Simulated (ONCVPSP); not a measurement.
## scandium (Sc), ONCV: configuration errors across variants

ONCVPSP 4.0.1 input, shortened (lines: element, Z, core and valence counts, functional; n l f; lmax; l rc ep ncon nbas qcut; lloc lpopt rc5 dvloc0; l nproj debl; icmod fcfact rcfact), PBE, scalar-relativistic:

```
  Sc 21.00    3    4        4      upf
    1    0    2.00
    2    0    2.00
    2    1    6.00
    3    0    2.00
    3    1    6.00
    3    2    1.00
    4    0    1.00
    2
    0    1.75    0.00    3    6    6.10
    1    1.15    0.00    5   10    8.60
    2    2.15    0.00    4    9    6.80
    4    5    1.10    0.00
    0    2    1.70
    1    1    1.90
    2    3    2.30
    3    2.00    1.20
```

All-electron excitation energies from the reference (eV): (1) 3s2 3p6 3d1 4s2 -6.897; (2) 3s2 3p6 3d1 4s0 12.768; (3) 3s2 3p6 3d0 4s0 37.638; (4) 3s2 3p5 3d1 4s2 33.280.

Errors AE − PS in meV (a dash: test not solved or not reliable):

```json
{"change": "base", "(1)": "+0.3", "(2)": "-1.9", "(3)": "+173", "(4)": "-29", "bound ghosts": "none", "GHOST(+) flags above zero": "none"}
{"change": "s: qcut 4.5", "(1)": "+0.2", "(2)": "-2.2", "(3)": "+173", "(4)": "-24", "bound ghosts": "none", "GHOST(+) flags above zero": "none"}
{"change": "s: qcut 5", "(1)": "+0.2", "(2)": "-2.1", "(3)": "+173", "(4)": "-25", "bound ghosts": "none", "GHOST(+) flags above zero": "none"}
{"change": "s: qcut 5.8", "(1)": "+0.3", "(2)": "-2.0", "(3)": "+173", "(4)": "-27", "bound ghosts": "none", "GHOST(+) flags above zero": "none"}
{"change": "s: qcut 6.5", "(1)": "+0.3", "(2)": "-1.8", "(3)": "+172", "(4)": "-30", "bound ghosts": "none", "GHOST(+) flags above zero": "none"}
{"change": "s: qcut 7.1", "(1)": "+0.4", "(2)": "-1.7", "(3)": "+172", "(4)": "-33", "bound ghosts": "none", "GHOST(+) flags above zero": "none"}
{"change": "s: qcut 7.9", "(1)": "+0.5", "(2)": "-1.4", "(3)": "+171", "(4)": "-37", "bound ghosts": "none", "GHOST(+) flags above zero": "none"}
{"change": "s: qcut 8.4", "(1)": "+0.5", "(2)": "-1.4", "(3)": "+171", "(4)": "-37", "bound ghosts": "none", "GHOST(+) flags above zero": "none"}
{"change": "s: qcut 9.1", "(1)": "+0.5", "(2)": "-1.4", "(3)": "+171", "(4)": "-39", "bound ghosts": "none", "GHOST(+) flags above zero": "none"}
```

**Question.** Give the same row for: s: qcut 3.8.

**Answer.** +0.1, -2.2, +173, -23; bound ghosts: none; GHOST(+) flags above zero: none.
